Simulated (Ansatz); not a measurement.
Species: CuI$_{2}$ (charge -1, singlet). SMILES: [I][Cu-][I]
Coordinates optimised at B3LYP-D3(BJ)/def2-TZVP (Ansatz, a first-principles code):
```xyz
3

Cu     0.0000     0.0000     0.0000
I      0.0000     0.0000     2.4757
I      0.0000     0.0000    -2.4757
```
Charge -1, spin multiplicity 1.

**Question.** Give the harmonic wavenumbers at B3LYP-D3(BJ)/def2-TZVP (Ansatz, finite differences of forces, unscaled).

**Answer.** 65, 65, 124, 262 cm⁻¹. Zero-point energy 0.7 kcal/mol.

**Question.** From these and the geometry, give the ideal-gas thermochemistry at 298.15 K and 1 atm (rigid rotor, harmonic oscillator).

**Answer.** Point group D∞h, rotational symmetry number 2. Rotational constants 0.3249, 0.3249 GHz. S(trans) 43.16, S(rot) 20.20, S(vib) 13.27, S(elec, spin only) 0.00, S 76.6 cal/(mol K). H(298) - H(0) 3.81 kcal/mol; G - E(el) -18.3 kcal/mol.
